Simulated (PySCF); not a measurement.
Isomers of C6H10O2. Level of theory: TDDFT B3LYP/def2-SVPD, vertical, gas phase, core orbitals frozen in the response (PySCF). Geometries: GFN2-xTB; one conformer of each isolated species. Triplets are in the Tamm–Dancoff approximation.

Task: Rank by computed HOMO–LUMO gap, lowest first.
A. `C[C@@H]1COCCC1=O`
B. `C/C=C\COC(C)=O`
C. `C(=C)[C@H](OC(=O)C)C`
D. `COCC1=CCOC1`

Result: A (6.06 eV), D (6.43 eV), B (7.08 eV), C (7.31 eV).

```json
{"SMILES": "C[C@@H]1COCCC1=O", "gap (eV)": "6.06", "α (au)": "75.9", "T1 (eV)": "3.77", "S1 (eV)": "4.30", "LUMO (eV)": "-0.97", "f (S1)": "0.000", "S1 mainly": "H→L (97%)"}
{"SMILES": "COCC1=CCOC1", "gap (eV)": "6.43", "α (au)": "79.0", "T1 (eV)": "4.31", "S1 (eV)": "5.66", "LUMO (eV)": "-0.22", "f (S1)": "0.073", "S1 mainly": "H→L (91%)"}
{"SMILES": "C/C=C\\COC(C)=O", "gap (eV)": "7.08", "α (au)": "82.5", "T1 (eV)": "4.49", "S1 (eV)": "5.90", "LUMO (eV)": "-0.09", "f (S1)": "0.001", "S1 mainly": "H-1→L (55%)"}
{"SMILES": "C=C[C@@H](C)OC(C)=O", "gap (eV)": "7.31", "α (au)": "81.2", "T1 (eV)": "4.57", "S1 (eV)": "5.88", "LUMO (eV)": "-0.36", "f (S1)": "0.001", "S1 mainly": "H→L+1 (40%)"}
```

H and L stand for HOMO and LUMO.
